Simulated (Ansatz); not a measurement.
Ansatz (a program for electronic structure) input for SiOBr, SMILES O=[Si]Br, multiplicity 2, PBE-D3(BJ)/def2-TZVP. 

Ansatz 0.2 input:
```yaml
crystal:
  periodic: [false, false, false]
  atoms:
    - {symbol: Si, position_ang: [0.46670023, 1.16818666, 0.00000000]}
    - {symbol: O, position_ang: [-0.53233153, 2.32594583, 0.00000000]}
    - {symbol: Br, position_ang: [-0.06500432, -0.99891943, 0.00000000]}
basis:
  gaussian:
    orbitals: def2-TZVP
hamiltonian:
  xc: pbe
  dispersion: d3bj
magnetization: {spin_polarized: true, initial_magnetization: 1}
relax: {f_tol: 0.002, max_steps: 200}
```

Output:

```
WARN ansatz: RAYON_NUM_THREADS=1 ignored (pool sized by the plan → 1); use --threads N
Functional definition: PBE
integrals: 0.04 GiB planned
779 factors; their error is unknown
mean field: 0.36 GiB planned
mean field evaluation 1: about -79945.1060 eV, gradient 5.4e1 eV
mean field evaluation 2: about -79753.9842 eV, gradient 1.4e2 eV
mean field evaluation 4: about -79955.2662 eV, gradient 1.2e1 eV
mean field evaluation 8: about -79956.0118 eV, gradient 7.2e-1 eV
mean field evaluation 16: about -79955.9875 eV, gradient 7.8e-4 eV
mean field -79955.98750489 eV, -2938.3283446898 hartree, gradient 2.5e-5 eV, S^2 0.753613; 0 other end points of the search recorded, 0 dependent functions left out
the calculation of the forces begins
reference -79955.98753440 eV, -2938.3283457742 hartree; 29, 28 occupied and 87, 88 virtual orbitals, 779 factors
relax step   1: F+E_penalty+E_count = -79956.05252248 eV  Δ(F+E_penalty+E_count) = +0.000e0 eV  max|allowed force component| = 5.086e-1 eV/Å  Δτ_max = 0.0000 Å  (34 SCF iters, accepted)
these checks for a lower state are left out or cut short: starts, cluster_reference, orbital_swaps, neighbouring_geometries, increment
integrals: 0.04 GiB planned
779 factors; their error is unknown
mean field: 0.36 GiB planned
mean field -79955.99295548 eV, -2938.3285449953 hartree, gradient 1.7e-5 eV, S^2 0.753667; 0 other end points of the search recorded, 0 dependent functions left out
the calculation of the forces begins
reference -79955.99298510 eV, -2938.3285460837 hartree; 29, 28 occupied and 87, 88 virtual orbitals, 779 factors
relax step   2: F+E_penalty+E_count = -79956.05772352 eV  Δ(F+E_penalty+E_count) = -5.201e-3 eV  max|allowed force component| = 2.350e-1 eV/Å  Δτ_max = 0.0163 Å  (34 SCF iters, accepted)
these checks for a lower state are left out or cut short: starts, cluster_reference, orbital_swaps, neighbouring_geometries, increment
integrals: 0.04 GiB planned
779 factors; their error is unknown
mean field: 0.36 GiB planned
mean field evaluation 32: about -79955.9942 eV, gradient 4.9e-2 eV
mean field -79955.99415592 eV, -2938.3285891107 hartree, gradient 1.4e-5 eV, S^2 0.753690; 0 other end points of the search recorded, 0 dependent functions left out
the calculation of the forces begins
reference -79955.99418553 eV, -2938.3285901990 hartree; 29, 28 occupied and 87, 88 virtual orbitals, 779 factors
relax step   3: F+E_penalty+E_count = -79956.05885340 eV  Δ(F+E_penalty+E_count) = -1.130e-3 eV  max|allowed force component| = 3.438e-2 eV/Å  Δτ_max = 0.0044 Å  (35 SCF iters, accepted)
these checks for a lower state are left out or cut short: starts, cluster_reference, orbital_swaps, neighbouring_geometries, increment
integrals: 0.04 GiB planned
779 factors; their error is unknown
mean field: 0.36 GiB planned
mean field -79955.99416806 eV, -2938.3285895568 hartree, gradient 8.7e-5 eV, S^2 0.753690; 0 other end points of the search recorded, 0 dependent functions left out
the calculation of the forces begins
reference -79955.99419766 eV, -2938.3285906447 hartree; 29, 28 occupied and 87, 88 virtual orbitals, 779 factors
relax step   4: F+E_penalty+E_count = -79956.05887387 eV  Δ(F+E_penalty+E_count) = -2.047e-5 eV  max|allowed force component| = 2.899e-3 eV/Å  Δτ_max = 0.0009 Å  (25 SCF iters, accepted)
these checks for a lower state are left out or cut short: starts, cluster_reference, orbital_swaps, neighbouring_geometries, increment
integrals: 0.04 GiB planned
779 factors; their error is unknown
mean field: 0.36 GiB planned
mean field -79955.99416699 eV, -2938.3285895174 hartree, gradient 1.2e-5 eV, S^2 0.753690; 0 other end points of the search recorded, 0 dependent functions left out
the calculation of the forces begins
reference -79955.99419659 eV, -2938.3285906053 hartree; 29, 28 occupied and 87, 88 virtual orbitals, 779 factors
relax step   5: F+E_penalty+E_count = -79956.05887403 eV  Δ(F+E_penalty+E_count) = -1.579e-7 eV  max|allowed force component| = 8.869e-5 eV/Å  Δτ_max = 0.0001 Å  (23 SCF iters, accepted)
integrals: 0.04 GiB planned
779 factors; their error is unknown
mean field: 0.36 GiB planned
mean field evaluation 64: about -79955.9942 eV, gradient 7.4e-4 eV
mean field -79955.99416699 eV, -2938.3285895174 hartree, gradient 1.3e-5 eV, S^2 0.753690; 1 other end points of the search recorded, 0 dependent functions left out
the calculation of the forces begins
reference -79955.99419659 eV, -2938.3285906053 hartree; 29, 28 occupied and 87, 88 virtual orbitals, 779 factors
Total energy: -79956.05890363 eV, -2938.3309685452 hartree
Atom 0 at     0.464748     1.169296    -0.000000 Å, force    -0.000013     0.000055    -0.000000 eV/Å
Atom 1 at    -0.533327     2.344294    -0.000000 Å, force     0.000029    -0.000089    -0.000000 eV/Å
Atom 2 at    -0.062057    -1.018377     0.000000 Å, force    -0.000017     0.000034     0.000000 eV/Å
Dipole moment:     0.364484    -0.398372    -0.000000 e Å
```

The run converged.
